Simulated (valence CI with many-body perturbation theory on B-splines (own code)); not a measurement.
**Energy levels of W60+**

Method: configuration interaction combined with many-body perturbation theory (CI+MBPT): four valence electrons over a frozen Dirac-Fock core [Ne], a basis of 11 s, 11 p, 10 d, 8 f, 5 g, 2 h functions for each j, with the one-electron correlation potential Σ1, the two-electron term Σ2, the three-electron term Σ3, Breit, model QED; selected CI, second order for the rest, scaled by the run's own slope (own B-spline code, finite nucleus).

No measured spectrum was set against this ion. As an estimate, large intervals hold to a few tenths of a per cent, small ones and those within an open d or f shell to about a per cent. Among the levels kept, up to 580 cm⁻¹ of a level comes from second order outside the variational space, and about a tenth of that is noise between levels of different J, which matters for small intervals.

Levels 46 to 90 of 169, with energies above the lowest level, (3s^2 3p1/2^2) J=0. "Leading %" is the weight of the configuration and term that name the level; weights of strongly mixed levels are sums over their largest components and can fall short. In the jj column 3d3/2^4 stands for four electrons in 3d with j = 3/2. Lifetimes count E1, E2, E3, M1 and M2 decay at the calculated energies, and are blank where another channel may lead or the interval is too uncertain; long ones can be off by a factor of two.

```
No.  Configuration  Term  J  E (eV)  Leading %                   Leading jj  Lifetime
 46      3s 3p2 3d    3P  0  1152.4         56  3s 3p1/2 3p3/2 3d3/2 (58 %)    267 fs
 47      3s 3p2 3d    3P  2  1169.0         34  3s 3p1/2 3p3/2 3d5/2 (95 %)   1.76 ps
 48      3s 3p2 3d    3G  5  1170.5         59  3s 3p1/2 3p3/2 3d5/2 (99 %)   47.1 ps
 49      3s 3p2 3d    3F  3  1178.8         44  3s 3p1/2 3p3/2 3d5/2 (95 %)   2.15 ps
 50      3s 3p2 3d    3D  3  1189.3         62  3s 3p1/2 3p3/2 3d5/2 (96 %)   1.59 ps
 51      3s 3p2 3d    3P  1  1189.8         40  3s 3p1/2 3p3/2 3d5/2 (90 %)   1.50 ps
 52        3s2 3d2    3F  2  1191.5         21  3s 3p1/2 3p3/2 3d5/2 (56 %)    373 fs
 53      3s 3p2 3d    3F  4  1192.6         40  3s 3p1/2 3p3/2 3d5/2 (92 %)   3.06 ps
 54        3s2 3d2    3F  2  1201.2         32          3s^2 3d3/2^2 (36 %)    206 fs
 55      3s 3p2 3d    3D  3  1204.2         37  3s 3p1/2 3p3/2 3d5/2 (91 %)    535 fs
 56      3s 3p2 3d    3F  4  1207.2         47  3s 3p1/2 3p3/2 3d5/2 (90 %)    777 fs
 57      3s 3p2 3d    3D  1  1209.7         40  3s 3p1/2 3p3/2 3d5/2 (92 %)   1.13 ps
 58        3s2 3d2    3P  0  1220.0         35          3s^2 3d3/2^2 (59 %)    199 fs
 59      3s 3p2 3d    3P  1  1221.9         30  3s 3p1/2 3p3/2 3d5/2 (91 %)   1.07 ps
 60      3s 3p2 3d    1F  3  1223.4         38  3s 3p1/2 3p3/2 3d5/2 (87 %)    536 fs
 61      3s 3p2 3d    3D  2  1224.5         20  3s 3p1/2 3p3/2 3d5/2 (81 %)    787 fs
 62      3s 3p2 3d    1S  0  1227.4         40  3s 3p1/2 3p3/2 3d5/2 (58 %)    268 fs
 63      3s 3p2 3d    3D  2  1232.2         32  3s 3p1/2 3p3/2 3d5/2 (94 %)    323 fs
 64         3s 3p3   3P°  2  1247.9         50            3s 3p3/2^3 (97 %)    465 fs
 65        3s2 3d2    3F  3  1267.6         79      3s^2 3d3/2 3d5/2 (79 %)    251 fs
 66         3p3 3d   3D°  2  1277.2         16   3p1/2^2 3p3/2 3d3/2 (70 %)   2.47 ps
 67        3s2 3d2    1G  4  1278.0         60      3s^2 3d3/2 3d5/2 (86 %)    324 fs
 68        3s2 3d2    3P  2  1278.7         40      3s^2 3d3/2 3d5/2 (80 %)    235 fs
 69         3s 3p3   1P°  1  1281.6         36            3s 3p3/2^3 (95 %)    206 fs
 70        3s2 3d2    3P  1  1282.8         82      3s^2 3d3/2 3d5/2 (82 %)    240 fs
 71         3p3 3d   3P°  0  1289.7         52   3p1/2^2 3p3/2 3d3/2 (83 %)   1.37 ps
 72         3p3 3d   3F°  3  1294.9         25   3p1/2^2 3p3/2 3d3/2 (86 %)    866 fs
 73         3p3 3d   3D°  1  1295.7         31   3p1/2^2 3p3/2 3d3/2 (87 %)    822 fs
 74      3s 3p 3d2   5G°  2  1302.9         51      3s 3p1/2 3d3/2^2 (79 %)    991 fs
 75      3s 3p 3d2   5G°  3  1318.8         28      3s 3p1/2 3d3/2^2 (87 %)    873 fs
 76        3s2 3d2    3F  4  1344.4         65          3s^2 3d5/2^2 (93 %)   1.68 ps
 77      3s 3p 3d2   5D°  0  1346.1         51      3s 3p1/2 3d3/2^2 (81 %)    311 fs
 78      3s 3p 3d2   5F°  1  1349.6         40      3s 3p1/2 3d3/2^2 (94 %)    251 fs
 79        3s2 3d2    1D  2  1354.3         45          3s^2 3d5/2^2 (95 %)   1.40 ps
 80      3s 3p 3d2   3P°  1  1355.9         30      3s 3p1/2 3d3/2^2 (91 %)    390 fs
 81      3s 3p 3d2   3D°  2  1357.0         27      3s 3p1/2 3d3/2^2 (86 %)    218 fs
 82         3p3 3d   3F°  4  1371.3         43   3p1/2^2 3p3/2 3d5/2 (87 %)   1.12 ps
 83         3p3 3d   3D°  2  1377.6         24   3p1/2^2 3p3/2 3d5/2 (76 %)   1.03 ps
 84        3s2 3d2    1S  0  1381.2         66          3s^2 3d5/2^2 (92 %)   1.23 ps
 85      3s 3p 3d2   5G°  3  1383.7         18  3s 3p1/2 3d3/2 3d5/2 (67 %)   2.31 ps
 86      3s 3p 3d2   5D°  1  1395.3         28  3s 3p1/2 3d3/2 3d5/2 (82 %)   2.11 ps
 87      3s 3p 3d2   5G°  4  1396.4         43  3s 3p1/2 3d3/2 3d5/2 (96 %)   3.49 ps
 88      3s 3p 3d2   5D°  2  1397.7         27  3s 3p1/2 3d3/2 3d5/2 (83 %)   1.25 ps
 89         3p3 3d   3D°  3  1398.7         16   3p1/2^2 3p3/2 3d5/2 (51 %)    913 fs
 90         3p3 3d   1P°  1  1410.0         17   3p1/2^2 3p3/2 3d5/2 (67 %)    947 fs
```
